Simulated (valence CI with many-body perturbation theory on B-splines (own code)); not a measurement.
S2+: E2, E3, M1, M2 decay

Computed by relativistic CI+MBPT: four valence electrons over a frozen Dirac-Fock core [Ne], a basis of 11 s, 11 p, 9 d, 7 f, 5 g, 2 h, 1 i functions for each j, with the one-electron correlation potential Σ1, the two-electron term Σ2, the three-electron term Σ3, Breit, model QED; selected CI, second order for the rest, scaled by the run's own slope (own B-spline code, finite nucleus).

Against 54 measured levels this calculation errs by 54 cm⁻¹ on average and by 185 at most. These come from a selection out of NIST levels in Podobedova, Kelleher and Wiese, J. Phys. Chem. Ref. Data 38, 171 (2009). Levels without a partner in it may be off by more. Among the levels kept, up to 400 cm⁻¹ of a level comes from second order outside the variational space, and about a tenth of that is noise between levels of different J, which matters for small intervals. 1 measured level below the end of the list, from 164141 cm⁻¹ on, found no clear computed partner, and computed levels of the same name lie up to 1724 cm⁻¹ from them.

Lines 1 to 12 of 12 in falling wavelength, among levels below 213315 cm⁻¹, chosen from the decays that carry over 1 % of a level's rate. Wavelengths and rates use the calculated energies, so an error of 50 cm⁻¹ moves a line at 9481 Å by 0.47 % and its rate by three times that or more. Electric multipoles are in the length gauge, E1 and E2 with the static RPA response of the core. S is in atomic units (e²a₀⁴ for E2 and M2, e²a₀⁶ for E3), for M1 in squared Bohr magnetons. Weak lines are less certain than strong ones. Lines between different terms over intervals too small for the method are left out, as are lines whose strength nearly cancels.

```tsv
λ vac (Å)	λ from measured levels	Upper	Lower	Type	A (s⁻¹)	S (a.u.)
3.344e+05	3.348e+05	3s2 3p2 3P_1	3s2 3p2 3P_0	M1	4.83e-04	2.01e+00
1.864e+05	1.871e+05	3s2 3p2 3P_2	3s2 3p2 3P_1	M1	2.09e-03	2.51e+00
9481	9533	3s2 3p2 1D_2	3s2 3p2 3P_2	M1	6.47e-02	1.02e-02
9022	9071	3s2 3p2 1D_2	3s2 3p2 3P_1	M1	2.50e-02	3.41e-03
6286	6314	3s2 3p2 1S_0	3s2 3p2 1D_2	E2	2.11e+00	1.85e+01
4162	4157	3s2 3p 3d 3F°_4	3s 3p3 3P°_2	E2	7.08e-01	7.10e+00
3705	3723	3s2 3p2 1S_0	3s2 3p2 3P_1	M1	8.55e-01	1.61e-03
2581	2584	3s2 3p 3d 3F°_4	3s 3p3 3D°_3	E2	4.34e-02	4.00e-02
897.9	897.1	3s2 3p 3d 3F°_4	3s2 3p2 1D_2	M2	4.73e-01	2.22e-03
820.2	819.9	3s2 3p 3d 3F°_4	3s2 3p2 3P_2	M2	1.27e-01	3.79e-04
820.2	819.9	3s2 3p 3d 3F°_4	3s2 3p2 3P_2	E3	2.56e-02	1.83e+02
816.6	816.3	3s2 3p 3d 3F°_4	3s2 3p2 3P_1	E3	1.58e-02	1.09e+02
```
